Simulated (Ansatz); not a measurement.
Spectroscopic constants of ZnCl, multiplicity 2 (the spin of the measured ground state). No spin–orbit coupling. Zn is treated without relativity.

D_e counts from the fitted minimum to each atom's lowest state at the same level, without counterpoise.

Correlated levels freeze the inner cores; with def2 sets outer-core shells near the valence are correlated too.

Run with Ansatz (a program for electronic structure). Each number belongs to the level named beside it.

```
level                 bond energy D_e (kcal/mol)
--------------------  --------------------------
SVWN5/def2-TZVPP                           62.65
r2SCAN/def2-TZVPP                     (withheld)
B97M-V/def2-TZVPP                     (withheld)
PBE0/def2-TZVPP                            54.05
BHLYP/def2-TZVPP                           48.25
CAM-B3LYP/def2-TZVPP                       49.34
wB97X-V/def2-TZVPP                         54.18
CCSD/def2-TZVPP                            48.13
CCSD(T)/def2-TZVPP                         49.02
```

Task: Some entries are withheld; supply them.

Result: 
- r2SCAN/def2-TZVPP, bond energy D_e (kcal/mol): 57.63
- B97M-V/def2-TZVPP, bond energy D_e (kcal/mol): 51.25
